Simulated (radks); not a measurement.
Q: These are the eigenvalues of the occupied orbitals of an atom or ion with whole-number occupations (eV). All-electron calculation, scalar-relativistic Kohn-Sham, LDA (Slater exchange, Perdew-Wang correlation), spin-polarised, spherical densities, finite nucleus; Fermi nuclear charge, rms radius of each element as measured or else 0.836 A^(1/3) + 0.57 fm. Program: a radial shooting solver on a logarithmic mesh with Libxc functionals.

| orbital | eigenvalue |
|---|---|
| 1s up | -35989.33 |
| 1s down | -35989.28 |
| 2s up | -5840.503 |
| 2s down | -5839.146 |
| 2p up | -5266.162 |
| 2p down | -5265.066 |
| 3s up | -1390.230 |
| 3s down | -1389.306 |
| 3p up | -1205.366 |
| 3p down | -1204.378 |
| 3d up | -933.9275 |
| 3d down | -932.6459 |
| 4s up | -431.8320 |
| 4s down | -428.0168 |
| 4p up | -370.6507 |
| 4p down | -366.8693 |
| 4d up | -280.4518 |
| 4d down | -276.7780 |

Which element is it, and in what charge state? The configuration may be excited. Open shells, if any, are filled with parallel spins first.

A: Z = 55, caesium, charge +12: Cs12+ in [Kr] 4d7. The list shows which subshells hold electrons but not how many an open one holds; the 1s level, -1322.6 hartree, gives Z - s = 51.4 by -(Z - s)^2/2, which with screening and relativity narrows Z to a few neighbours, and the depths of the outer levels then fix element, charge and occupations together.
